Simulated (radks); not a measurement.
Results of a calculation; reference values are marked as such.
Trend from Rb3+ to Xe3+: ionisation energy by Delta-SCF between NIST ground configurations, and size. Code: a radial shooting solver on a logarithmic mesh with Libxc functionals. Model: non-relativistic Kohn-Sham, r2SCAN, spin-polarised, spherical densities, point nucleus; open shells are filled with parallel spins first (spin-orbit coupling, left out, can overturn this in heavy ions); meta-GGA in the generalised Kohn-Sham scheme.

| species | configuration | IE (eV) | NIST (eV) | kind | outermost | <r> outermost (bohr) |
|---|---|---|---|---|---|---|
| Rb3+ | [Ar] 3d10 4s2 4p4 | 51.373 | 52.2 | semi-emp. | 4p | 1.58 |
| Sr3+ | [Ar] 3d10 4s2 4p5 | 56.455 | 56.280 | semi-emp. | 4p | 1.50 |
| Zr3+ | [Kr] 4d1 | 34.352 | 34.418 | exp. | 4d | 1.80 |
| Nb3+ | [Kr] 4d2 | 37.768 | 37.61 | exp. | 4d | 1.68 |
| Mo3+ | [Kr] 4d3 | 40.951 | 40.3 | semi-emp. | 4d | 1.58 |
| Tc3+ | [Kr] 4d4 | 44.011 | 41 | theory | 4d | 1.49 |
| Ru3+ | [Kr] 4d5 | 46.985 | 45 | theory | 4d | 1.41 |
| Rh3+ | [Kr] 4d6 | 44.316 | 42 | theory | 4d | 1.36 |
| Pd3+ | [Kr] 4d7 | 47.790 | 46 | theory | 4d | 1.30 |
| Ag3+ | [Kr] 4d8 | 51.044 | 49 | theory | 4d | 1.24 |
| Cd3+ | [Kr] 4d9 | 54.183 | 51 | theory | 4d | 1.19 |
| In3+ | [Kr] 4d10 | 57.241 | 55.45 | exp. | 4d | 1.14 |
| Sn3+ | [Kr] 4d10 5s1 | 39.372 | 40.74 | exp. | 5s | 2.20 |
| Sb3+ | [Kr] 4d10 5s2 | 41.864 | 43.80 | exp. | 5s | 2.10 |
| Te3+ | [Kr] 4d10 5s2 5p1 | 36.470 | 37.416 | exp. | 5p | 2.24 |
| I3+ | [Kr] 4d10 5s2 5p2 | 40.173 | 40.36 | exp. | 5p | 2.13 |
| Xe3+ | [Kr] 4d10 5s2 5p3 | 43.583 | 42.2 | exp. | 5p | 2.02 |

Reference values: NIST Atomic Spectra Database (exp. = measured, semi-emp. = semi-empirical, theory = theoretical value adopted there). Relativity is left out here, which matters for elements this heavy. Open shells are spherical and high-spin; term and fine-structure splittings are not resolved.
